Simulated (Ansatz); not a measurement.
Relaxation of Sn₃F₂ with RKS PBE-D4/def2-SVP.

```sh
$ ansatz run in.yaml --threads 4 --pin off --events-out ev --progress --plain --max-ram 4787MiB
```

```yaml
crystal:
  periodic: [false, false, false]
  atoms:
    - {symbol: Sn, position_ang: [-0.290820, 1.885790, 0.428070]}
    - {symbol: Sn, position_ang: [-0.834190, -0.969540, -0.289440]}
    - {symbol: Sn, position_ang: [2.052200, 0.377300, 0.170370]}
    - {symbol: F, position_ang: [-2.418420, 0.471700, 0.050070]}
    - {symbol: F, position_ang: [1.491240, -1.765240, -0.359070]}
basis:
  gaussian: {orbitals: def2-SVP}
hamiltonian: {xc: pbe, dispersion: d4}
scf: {lower_state_search: "off"}
output: {orbitals: {seedname: orbitals}}
relax: {f_tol: 0.02, max_steps: 100}
```

Hardware: 4 threads of Arm Neoverse V1 on a shared host. Wall time 5.5 s.

Positions (Å) and forces (eV/Å) at steps 1, 2, 3, 4, 6 of 6:

```xyz
5
step=1 energy=-22921.6847 eV
Sn   -0.291    1.886    0.428   -1.036   -0.164   -0.059
Sn   -0.834   -0.970   -0.289    0.609    0.110    0.059
Sn    2.052    0.377    0.170   -0.580   -1.570   -0.405
F    -2.418    0.472    0.050    1.001    0.373    0.106
F     1.491   -1.765   -0.359    0.006    1.251    0.300
5
step=2 energy=-22922.0809 eV
Sn   -0.457    1.898    0.428   -0.328   -0.211   -0.048
Sn   -0.700   -0.936   -0.276   -0.244   -0.744   -0.210
Sn    1.914    0.247    0.131    0.522    0.587    0.157
F    -2.244    0.532    0.068   -0.131    0.788    0.187
F     1.488   -1.741   -0.352    0.182   -0.420   -0.086
5
step=3 energy=-22922.1622 eV
Sn   -0.486    1.878    0.425   -0.054   -0.186   -0.040
Sn   -0.733   -0.977   -0.288    0.227   -0.286   -0.067
Sn    1.956    0.258    0.134   -0.055    0.277    0.060
F    -2.248    0.581    0.078   -0.146    0.428    0.099
F     1.510   -1.739   -0.350    0.028   -0.233   -0.052
5
step=4 energy=-22922.1958 eV
Sn   -0.499    1.835    0.421   -0.063    0.048    0.009
Sn   -0.694   -1.024   -0.291    0.010    0.025    0.010
Sn    1.952    0.286    0.136   -0.085   -0.009   -0.004
F    -2.265    0.652    0.087    0.077    0.014    0.003
F     1.507   -1.749   -0.353    0.061   -0.078   -0.019
5
step=6 energy=-22922.1983 eV
Sn   -0.508    1.846    0.429   -0.001    0.000   -0.002
Sn   -0.691   -1.030   -0.263    0.003    0.002   -0.002
Sn    1.937    0.281    0.137   -0.001    0.000    0.001
F    -2.257    0.661    0.069   -0.002    0.001    0.003
F     1.519   -1.758   -0.373    0.002   -0.004    0.000
```

In the def2 sets Sn takes a core potential; there is no spin–orbit coupling. The structure comes from a short search, and lower isomers may exist.
